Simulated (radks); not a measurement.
The rhenium ion Re2+ inside a hard spherical wall (all orbitals vanish at R), configuration held at [Xe] 4f14 5d5 and not refilled when levels cross. Calculated with a radial shooting solver on a logarithmic mesh with Libxc functionals: scalar-relativistic Kohn-Sham, PBEsol, spin-unpolarised, spherical densities, finite nucleus; Fermi nuclear charge, rms radius 5.3698 fm. Eigenvalues in eV, with the zero of energy where the potential of the charges vanishes at infinity; a dash marks a level that is unbound or too diffuse for the functional's potential to be trusted. A positive occupied level is held by the wall or, in an anion where self-interaction has pushed it up, behind a barrier. The pressure on the wall is -dE/dV.

| R (bohr) | E (hartree) | kinetic (hartree) | e(5s) | e(5p) | e(4f) | e(5d) | e(6s, empty) | e(6p, empty) | pressure (GPa) |
|---|---|---|---|---|---|---|---|---|---|
| free | -16683.6497 | 18427.899 | -101.87 | -63.684 | -58.969 | -21.447 | -20.041 | -13.275 | 0 |
| 20 | -16683.6497 | 18427.899 | -101.87 | -63.684 | -58.969 | -21.447 | -20.041 | -13.275 | < 0.0001 |
| 15 | -16683.6497 | 18427.899 | -101.87 | -63.684 | -58.969 | -21.447 | -20.041 | -13.275 | < 0.0001 |
| 10 | -16683.6497 | 18427.899 | -101.87 | -63.684 | -58.969 | -21.447 | -20.040 | -13.273 | < 0.0001 |
| 7 | -16683.6495 | 18427.903 | -101.85 | -63.668 | -58.952 | -21.432 | -20.012 | -13.097 | 0.0259 |
| 6 | -16683.6477 | 18427.921 | -101.77 | -63.590 | -58.867 | -21.361 | -19.870 | -12.612 | 0.266 |
| 5 | -16683.6350 | 18428.023 | -101.38 | -63.218 | -58.454 | -21.000 | -19.147 | -10.941 | 2.68 |
| 3.5 | -16683.3843 | 18429.416 | -97.823 | -59.901 | -54.595 | -17.191 | -10.864 | 2.498 | 99.4 |
| 2.5 | -16681.4409 | 18438.653 | -86.422 | -48.476 | -41.266 | -1.287 | 27.309 | 52.975 | 1950 |
